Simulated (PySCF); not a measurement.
Name the molecule from its bond curve

A diatomic of charge 0 contains La. Its singlet curve at PBE0 in a triple-zeta basis (spin-free X2C with a Gaussian nucleus, PySCF), in eV from the separated fragments:

(R (Å), E (eV)): (1.760, -5.479), (1.841, -6.130), (1.923, -6.489), (1.985, -6.614), (2.046, -6.646), (2.107, -6.606), (2.189, -6.471), (2.292, -6.213), (2.414, -5.831), (2.578, -5.276)

The fit gives ωe = 563 cm⁻¹ and the rotational constant Bₑ = 0.2424 cm⁻¹.

Question: Which atom is the partner?

Answer: The minimum lies at 2.040 Å, so the reduced mass is 16.8576 u Å² cm⁻¹/(Bₑ·Re²) = 16.71 u. With La at 138.91 u the partner weighs about 19.0 u: F. The molecule is LaF.

Spin–orbit coupling is left out.
